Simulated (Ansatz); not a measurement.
Two isomers of C2H6FNSi: A = `C[SiH2]/N=C/F`, B = `FC/C=N\[SiH3]`.

Program: Ansatz. Geometries: PBE0-D4/def2-TZVP. ΔE: electronic, gas phase. CCSD(T)/CBS is the MP2 limit (def2-TZVPP, def2-QZVPP) plus CCSD(T) − MP2 in def2-TZVPP, frozen cores. Double bonds are as drawn, so ΔE can hold a change between cis and trans. Functionals use def2-TZVPP. B3LYP here is the variant with VWN-RPA as its local correlation; programs differ in this. One conformer a species, not always the lowest.

Task: Which isomer does CCSD(T)/CBS put lower? Give the gap. (Estimate.)

Result: Ansatz gave: A, by 24.9 kcal/mol.

Task: Give E(B) − E(A) in kcal/mol with HF/def2-TZVPP, CCSD(T)/def2-TZVPP, MP2/def2-TZVPP, CCSD/def2-TZVPP, B3LYP-D4, B2PLYP, B3LYP. (Estimate.)

Result: Computed: HF/def2-TZVPP 23.2, CCSD(T)/def2-TZVPP 24.8, MP2/def2-TZVPP 26.6, CCSD/def2-TZVPP 24.5, B3LYP-D4 24.5, B2PLYP 25.5, B3LYP 25.1. None reverses the order clearly.

Largest T1 diagnostic: 0.013.

In def2-TZVPP, CCSD(T) changes the Hartree–Fock value by +1.6 kcal/mol (the triples alone add +0.3 kcal/mol) and MP2 by +3.4 kcal/mol.
